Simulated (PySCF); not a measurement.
Screening by computed properties: pick the candidate that meets the target.

Each SMILES stands for a single optimised conformer of the isolated species, non-relativistic unless stated; the electronic structure was computed with PySCF and density fitting.

Dipoles, sizes and rotational constants follow the conformer. The torsions of the flexible species, by atom-mapped SMILES:
- `[O:1]=[S:2](=[O:3])(/[CH:4]=[CH:5]\[F:6])[C:7]([F:8])([F:9])[F:10]`: O1–S2–C4–C5 -170°, O1–S2–C7–F8 -175°
- `[CH3:1][S:2][Si@@H:3]([F:4])[NH:5][SiH3:6]`: C1–S2–Si3–F4 51°, S2–Si3–N5–Si6 -172°

The conformers of `NCC1=CCNC1` and `N#C[C@@H]1CCSC1` aren't listed.

Question: Wanted: static isotropic polarisability below 70 au (PBE0/def2-SVPD) and HOMO–LUMO gap above 6.8 eV (PBE0/def2-SVPD), at GFN2-xTB geometries. Which candidate meets both?
A. `N#C[C@@H]1CCSC1`
B. `CS[Si@@H](F)N[SiH3]`
C. `NCC1=CCNC1`
D. `O=S(C(F)(F)F)(/C=C\F)=O`

Answer: D. Computed values:
```csv
species,static isotropic polarisability,HOMO–LUMO gap
O=S(C(F)(F)F)(/C=C\F)=O,66.5 au,7.37 eV
NCC1=CCNC1,73.9 au,6.98 eV
N#C[C@@H]1CCSC1,79.1 au,6.69 eV
CS[Si@@H](F)N[SiH3],92.1 au,6.85 eV
```
